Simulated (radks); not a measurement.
Question: Spherical quantum dot in the effective-mass picture: electrons in a well V = -V0 / (1 + exp((r - R)/a)) with V0 = 5.28, R = 4.92, a = 0.3, with a point charge +1 (a donor) at the centre, all in effective atomic units (hartree* = m*/eps^2 hartree, bohr* = eps/m* bohr), one dielectric constant everywhere. Method: non-relativistic Kohn-Sham, PBEsol, spin-polarised, spherical densities; computed with a radial shooting solver with Libxc functionals. Levels are named by radial order and angular momentum (1s, 1p, 1d, 2s, ...), and open shells are averaged over m. At N = 8 the configuration is 1s2 1p6. Does electron 9 go into 2s up or 1d up?

Answer: Into 2s up. The total energies of the other choices lie higher by 0.00228 hartree* (1d up).
